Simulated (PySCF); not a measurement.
**Two-component Hartree-Fock for Ni³⁺ (nickel, charge +3)**

Start: [Ar] 3d7; 3d3/2 filled at m_j = +1/2, +3/2; 3d5/2 filled at m_j = -3/2, -1/2, +1/2, +3/2, +5/2. Calculated with PySCF 2.14 in x2c-TZVPall-2c with one added diffuse shell each of s, p, d type (7s8p5d1f, 63 functions): generalised Hartree-Fock with the X2C-1e Hamiltonian and a Gaussian nucleus; one run each with spin-orbit coupling (SO) switched off, then screened by Boettger's factors. This is a chosen level, not necessarily the ground level.

| spinor shell | electrons | ε, spin-free (eV) | ε, screened SO (eV) | weight of nominal j (screened SO) | rms radius, screened SO (bohr) |
| --- | --- | --- | --- | --- | --- |
| 1s1/2 | 2 | -8442.9 | -8442.8 | 1.000 | 0.0624 |
| 2s1/2 | 2 | -1091.6 | -1091.5 | 1.000 | 0.265 |
| 2p1/2 | 2 | -940.74 | -953.26 | 0.995 | 0.236 |
| 2p3/2 | 4 | -940.74 | -934.58 | 0.998 | 0.239 |
| 3s1/2 | 2 | -175.52 | -175.49 | 1.000 | 0.789 |
| 3p1/2 | 2 | -128.98 | -134.88 | 0.647 | 0.828 |
| 3p3/2 | 4 | -128.98 | -126.03 | 0.824 | 0.839 |
| 3d5/2 | 5 | -58.976 | -60.172 | 0.576 | 0.979 |
| 3d3/2 | 2 | -58.976 | -56.002 | 0.673 | 1.01 |

```csv
quantity,spin-free,screened SO
E (hartree),-1517.01242,-1517.05032
M_J,9/2,9/2
⟨J²⟩,24.755,24.755
⟨L²⟩,12.002,12.027
⟨S²⟩,3.752,3.744
```

Each row is a mean over spinors that exchange with the open shell spreads, by up to 13.363 eV (3p3/2).

Rows whose weight is well below 1 are mixtures of j = l ± 1/2: exchange outweighs spin-orbit coupling there, and the label is only the starting occupation.

Without spin-orbit coupling the j labels of p, d and f shells carry no meaning; the spin-free column gives the mean over the occupied spinors of each nl shell.
